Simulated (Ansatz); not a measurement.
A nudged elastic band was laid between two geometries of GaH$_{7}$OSi (10 atoms, charge 0, multiplicity 1).

The calculation used Ansatz, RKS B3LYP-D4/def2-SVP.

| Item | Value |
| --- | --- |
| movable images | 5 |
| climbing image | yes |
| spring | 5.0 eV/Å² |
| optimiser | quadratic models (default) |
| start path | through a guess of the saddle point |
| force threshold | 0.05 eV/Å |
| iteration limit | 60 |
| end points | relaxed |

Image 0:

```xyz
10
Properties=species:S:1:pos:R:3
Ga -0.123 0.112 0.121
H 0.001 0.656 1.603
H 1.084 0.306 -0.875
H -1.573 -0.118 -0.479
O 0.183 -1.977 0.673
Si -0.664 -3.276 -0.051
H 0.019 -4.534 0.358
H -2.077 -3.291 0.410
H -0.560 -3.042 -1.508
H 0.440 -2.059 1.602
```

Image 6:

```xyz
10
Properties=species:S:1:pos:R:3
Ga 0.264 -0.323 -0.467
H -0.544 0.216 2.113
H 1.640 0.374 -0.233
H -1.094 0.277 -0.965
O 0.295 -2.097 -0.177
Si -0.644 -3.458 -0.141
H 0.151 -4.632 -0.604
H -1.114 -3.728 1.254
H -1.848 -3.324 -1.019
H -0.375 -0.528 2.093
```

Which bonds break or form, and what moves?

Bonds broken: Ga1–H2, O5–H10. Bonds formed: H2–H10. GaH7OSi becomes GaH5OSi + H2.

Give the energies along the band, and the barrier.

The forces met the threshold. The highest image is number 3 of 0 to 6, 19.7 kcal/mol above the first end and 21.6 kcal/mol above the last; the last end lies 1.8 kcal/mol below the first. A vibrational analysis at the climbing image gives one clearly imaginary mode, 1272i cm⁻¹: a first-order saddle point. The orbitals stay closed-shell, which can raise the energy where a bond breaks towards radicals; this wasn't checked here.

```
image  path coordinate (Å)  energy (kcal/mol)  Ga1–H2 (Å)  O5–H10 (Å)  H2–H10 (Å)
    0                 0.00                0.0        1.58        0.97        2.75
    1                 0.74                0.4        1.59        0.97        2.55
    2                 1.49                3.2        1.61        0.97        1.91
    3                 2.23               19.7        1.82        1.27        1.02
    4                 3.25               -0.4        2.47        2.30        0.77
    5                 4.28               -1.7        2.72        2.82        0.76
    6                 5.30               -1.8        2.76        2.84        0.76
```

What is the geometry of the highest image?


```xyz
10
Properties=species:S:1:pos:R:3
Ga 0.005 0.019 -0.080
H 0.053 -0.225 1.724
H 1.406 0.506 -0.558
H -1.434 0.465 -0.492
O 0.053 -1.933 0.340
Si -0.682 -3.391 -0.024
H 0.252 -4.516 0.263
H -1.921 -3.571 0.789
H -1.043 -3.401 -1.472
H 0.042 -1.176 1.363
```

What are the harmonic wavenumbers there?

1272i, 41, 66, 134, 382, 473, 569, 688, 714, 726, 746, 881, 951, 963, 992, 1013, 1217, 1761, 1798, 1990, 2007, 2216, 2221, 2232 cm⁻¹.

Run time: 2.5 min on 2 threads of Arm Neoverse V2, with other jobs on the host, peak memory 0.21 GiB.
